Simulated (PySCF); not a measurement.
BH2Br, SMILES BrB.

The structure is a stationary point at B3LYP-D3(BJ)/def2-TZVP.

Vertical ionisation energy (IE) and electron affinity (EA) in eV. Rows of orbital energies are one-electron estimates. Where ΔSCF, EOM or ADC give a negative EA the extra electron is unbound and the value depends on the basis.

```json
[
 {"level": "−ε(HOMO), −ε(LUMO), PBE0/def2-TZVPD (PySCF)", "IE": "[?]", "EA": "[?]"},
 {"level": "−ε(HOMO), −ε(LUMO), M06-2X/def2-TZVPD (PySCF)", "IE": "9.43", "EA": "1.10"},
 {"level": "ADC(2)/aug-cc-pVDZ (PySCF)", "IE": "10.39", "EA": "0.09"}
]
```

Complete the blanks. (Estimate from the structure and the level; the computed values follow.)


- −ε(HOMO), −ε(LUMO), PBE0/def2-TZVPD (PySCF), IE: 8.24
- −ε(HOMO), −ε(LUMO), PBE0/def2-TZVPD (PySCF), EA: 2.05

Beyond the first one, list the lowest photoelectron lines from ADC(2)/aug-cc-pVDZ (PySCF) with their pole strengths (two spins summed). (An estimate is asked for; the answer gives what the named calculation found.)

11.41 eV (1.84), 13.03 eV (1.84), 14.05 eV (1.82), 17.74 eV (1.79).
